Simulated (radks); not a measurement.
Results of a calculation; reference values are marked as such.
Question: These are the eigenvalues of the occupied orbitals of an atom or ion with whole-number occupations (hartree). Level of theory: non-relativistic Kohn-Sham, PBE, spin-polarised, spherical densities, point nucleus (a radial shooting solver on a logarithmic mesh with Libxc functionals).

| orbital | eigenvalue |
|---|---|
| 1s up | -3357.146 |
| 1s down | -3356.263 |
| 2s up | -823.8462 |

Which element is it, and in what charge state? The configuration may be excited. Open shells, if any, are filled with parallel spins first.

Answer: Z = 83, bismuth, charge +80: Bi80+ in [He] 2s1. The list shows which subshells hold electrons but not how many an open one holds; the 1s level, -3357.1 hartree, gives Z - s = 81.9 by -(Z - s)^2/2, which with screening narrows Z to a few neighbours, and the depths of the outer levels then fix element, charge and occupations together.
